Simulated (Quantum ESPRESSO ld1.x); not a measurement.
The numbers below are computed, except where a source is named.
Problem. Ne4+, 6 electrons, occupied as 1s1.5 2s2 2p2 3d0.5 (fractional occupations, a model configuration). Level of theory: Dirac Kohn-Sham, relativistic LDA (MacDonald-Vosko exchange, VWN5 correlation), spin-unpolarised, spherical densities, point nucleus; open shells fill j = l - 1/2 first (ld1.x of Quantum ESPRESSO 7.5).

Spin-orbit splittings of the eigenvalues, e(l+1/2) - e(l-1/2), with zeta = 2 splitting/(2l+1) and mean radii in bohr:

| shell | occ. | splitting (eV) | zeta (eV) | <r> j=l-1/2 | <r> j=l+1/2 |
|---|---|---|---|---|---|
| 2p | 2 | ? | ? | 0.6632 | 0.6644 |
| 3p | 0 | 0.03780 | 0.02520 | 2.058 | 2.060 |
| 3d | 0.5 | 0.005033 | 0.002013 | 1.998 | 1.998 |
| 4d | 0 | 0.002122 | 0.0008489 | 4.213 | 4.213 |
| 4f | 0 | 0.0005015 | 0.0001433 | 3.834 | 3.834 |

Estimate the 2p splitting.

Solution. 0.2144 eV (zeta = 0.1429 eV).
